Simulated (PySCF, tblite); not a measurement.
**Question.** What does the GFN2-xTB structure of `Clc1ccc2cc[cH-]c2c1` look like in three dimensions? (Charge -1.)

**Answer.** 
```
atom  x, y, z in Å
Cl1    3.771   -0.832   -0.345
C2     2.108   -0.299   -0.120
C3     1.905    0.969    0.436
C4     0.619    1.421    0.629
C5    -0.466    0.621    0.271
C6    -1.853    0.795    0.339
C7    -2.450   -0.354   -0.172
C8    -1.473   -1.266   -0.567
C9    -0.226   -0.691   -0.306
C10    1.087   -1.134   -0.492
H11    2.760    1.576    0.706
H12    0.456    2.404    1.060
H13   -2.369    1.665    0.720
H14   -3.519   -0.519   -0.252
H15   -1.650   -2.240   -0.999
H16    1.294   -2.108   -0.919
```

Any rigid rotation of these coordinates is as good. Atoms count from 1 in this order. C4 (aromatic CH carbon) is planar (angles 120.4°, 120.1° and 119.5°, sum 360.0°, 0.00 Å off the plane of its three neighbours). C5 (ring-fusion aromatic carbon) is planar (angles 133.4°, 119.4° and 107.2°, sum 360.0°, 0.00 Å off the plane of its three neighbours). The 5-membered ring C5–C6–C7–C8–C9 has internal angles of 107.2° to 110.1°; it is planar, 0.00 Å rms from its mean plane, widest ring torsion 0°. C9 (ring-fusion aromatic carbon) is planar (angles 133.0°, 119.6° and 107.3°, sum 360.0°, 0.00 Å off the plane of its three neighbours).

Bonds between heavy atoms (Å): Cl1–C2 1.761, C2–C3 1.399, C3–C4 1.377, C4–C5 1.395, C5–C6 1.400, C6–C7 1.392, C7–C8 1.394, C8–C9 1.398, C9–C10 1.398, C2–C10 1.371, C5–C9 1.453.

The geometry is computed with GFN2-xTB (gas phase).

Point group: Cs (tolerance 0.08 Å). Its GFN2-xTB frequencies are all real (lowest 114 cm⁻¹).
